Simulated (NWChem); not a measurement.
## Atomisation of C₂H₆FNSn

```xyz
11

Sn    -0.6207    -0.5354     0.0000
F     -1.5602     1.2281     0.0000
N      1.2516     0.3649     0.0000
C      2.4783    -0.3990     0.0000
C      1.4238     1.8028     0.0000
H      3.1101    -0.1804    -0.8957
H      3.1101    -0.1804     0.8957
H      2.2685    -1.4909     0.0000
H      1.9927     2.1503     0.8967
H      1.9927     2.1503    -0.8967
H      0.4293     2.2916     0.0000
```
Charge 0, spin multiplicity 1.

The numbers come from NWChem runs, not from measurements. The geometry was optimised at PBE/def2-SVP with def2 effective core potentials on Sn, held to Cs symmetry and with no frequency check, so it may be a saddle point. It is one conformer; others weren't searched.

Basis set: def2-SVP. The atomisation energy is electronic alone: no zero-point, thermal, spin-orbit or counterpoise terms. No value is extrapolated to the basis-set limit. Free atoms are single determinants with multiplicities Sn 3, F 2, N 4, C 3, H 2. Correlated methods freeze the same cores in atoms and molecule, 8 orbitals in all.

| method | atomisation energy (kcal/mol) | relative cost |
|---|---|---|
| HF | 671.5 | 1 |
| BHandHLYP | 918.2 | under 3 |
| PBE | 981.7 | under 3 |
| MP2 | 910.9 | under 3 |
| PBE0 | 955.0 | under 3 |
| M06-2X | 945.0 | under 3 |
| TPSS | 967.5 | 3 |
| B3LYP | 953.1 | under 3 |

The values span 310.2 kcal/mol, from HF (lowest) to PBE (highest). The cost column gives rough processor time relative to HF; each entry includes its own SCF. Costs are the molecule's.

Effective core potentials replace the inner electrons of Sn; spin-orbit coupling is left out. B3LYP has NWChem's definition, with VWN1-RPA local correlation. The structure started from a generated list of species. No SCF solution was tested for a lower state. Open-shell Hartree-Fock references start from PBE0 orbitals; any time given for them includes that run.
